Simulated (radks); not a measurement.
Results of a calculation; reference values are marked as such.
Valence configurations of Sm+ (all share [Xe]). Level of theory: non-relativistic Kohn-Sham, PBE, spin-polarised, spherical densities, point nucleus; open shells are filled with parallel spins first (spin-orbit coupling, left out, can overturn this in heavy ions); relativity is left out, which matters for an element this heavy (a radial shooting solver on a logarithmic mesh with Libxc functionals). Energies are relative to 4f6 6s1; eigenvalues in eV for spin up.

\begin{tabular}{lrrrrrr}
valence & E (eV) & moment (Bohr magnetons) & e(4f) & e(5d) & e(6p) & e(6s) \\ \hline
4f6 6s1 & 0.000 & 7 & -13.051 & - & - & -8.301 \\
4f5.5 6s1.5 & 3.680 & 6 & -17.557 & - & - & -8.993 \\
4f5 6s2 & 9.188 & 5 & -22.379 & - & - & -9.612 \\
4f5.5 6s0.5 6p1 & 6.170 & 7 & -18.485 & - & -6.777 & -9.695 \\
4f6 5d1 & 0.397 & 7 & -10.704 & -6.580 & - & - \\
4f6 6s0.5 6p0.5 & 1.341 & 7 & -13.567 & - & -5.887 & -8.563 \\
4f6 6p1 & 2.671 & 7 & -14.079 & - & -6.168 & - \\
4f4.5 6s1.5 6p1 & 19.571 & 6 & -28.341 & - & -7.789 & -11.176 \\
4f5.5 6s1 6p0.5 & 4.707 & 7 & -17.991 & - & -6.533 & -9.468 \\
4f3.5 5d1 6s1.5 6p1 & 36.997 & 6 & -35.905 & -15.533 & -8.020 & -11.640 \\
\end{tabular}

NIST lists [Xe] 4f6 6s1 as the ground configuration; this level of theory agrees among the configurations tried. The energies are those of spherical high-spin densities, not of single terms. Relativity is left out, which favours d and f over s occupation in heavy atoms.
